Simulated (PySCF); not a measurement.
**Ionisation energy of B²⁺ by level of theory**

B²⁺ [He] 2s1 (2S) → B³⁺ 1s2 (1S), as a difference of total energies. Calculation: PySCF 2.14, in ANO-RCC-VTZP (4s3p2d1f, 30 functions); scalar relativity by spin-free X2C-1e. Correlated levels: valence and next inner shell: nothing frozen. The calculations carry no spin-orbit coupling.

```csv
method,ionisation energy (eV)
UHF,37.822
LDA,37.897
PBE0,38.229
r2SCAN,37.857
r2SCANh,37.882
wB97X,37.410
wB97X-V,38.068
MP2 (valence and next inner shell),37.864
SCS-MP2 (valence and next inner shell),37.857
```

Question: Estimate what PBE gives.

Answer: 38.286 eV, closest to PBE0 among the rows shown.

Question: Estimate what BHandHLYP gives.

Answer: 38.355 eV, closest to PBE0 among the rows shown.

Errors of the correlated levels include the incompleteness of this basis.

For comparison: 37.931 eV (measured; NIST Atomic Spectra Database, ionization energies).
